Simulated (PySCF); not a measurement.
Some computed properties have been withheld. Give your best values.

Compound: C₅H₁₀N₃ (charge +1).
SMILES: `Cc1nn(C)cc1[NH3+]`

```json
{"property": "rotational constants A, B, C of the GFN2-xTB geometry", "level": "GFN2-xTB", "value": "?"}
{"property": "HOMO energy", "level": "CAM-B3LYP/def2-SVPD", "value": "?"}
{"property": "LUMO energy", "level": "CAM-B3LYP/def2-SVPD", "value": "?"}
{"property": "lowest singlet excitation", "level": "TDDFT CAM-B3LYP/def2-SVPD", "value": "?"}
{"property": "lowest triplet excitation (Tamm–Dancoff)", "level": "TDA CAM-B3LYP/def2-SVPD", "value": "4.78 eV"}
{"property": "static isotropic polarisability", "level": "CAM-B3LYP/def2-SVPD", "value": "?"}
{"property": "electronic spatial extent ⟨r²⟩ about the centre of nuclear charge", "level": "CAM-B3LYP/def2-SVPD", "value": "?"}
```

The electronic properties come from PySCF, for the isolated species, density fitting.

Task: The lowest singlet excitation?

Result: 5.95 eV (208 nm, f = 0.000).

Task: Give the LUMO energy.

Result: -4.08 eV.

Task: What is the static isotropic polarisability?

Result: 75.5 au.

Task: The rotational constants A, B, C of the GFN2-xTB geometry?

Result: 3.582, 1.714, 1.184 GHz.

Task: What is the HOMO energy?

Result: -12.67 eV.

Task: What is the electronic spatial extent ⟨r²⟩ about the centre of nuclear charge?

Result: 1003 bohr².

In wavenumbers S1 is 48000 cm⁻¹ (1 eV = 8065.54 cm⁻¹). The polarisability is 11.19 Å³ as a volume (1 au = 0.148185 Å³), or 1.26 au for each of the 60 electrons. The vertical singlet–triplet gap S1 − T1 is 1.17 eV (TDDFT singlet less Tamm–Dancoff triplet; S1: HOMO→LUMO, weight 0.67; T1: HOMO→LUMO+1, weight 0.48). No computed singlet falls in the visible range (750 to 380 nm, 1.65 to 3.26 eV); S1 lies 2.69 eV above its blue end.
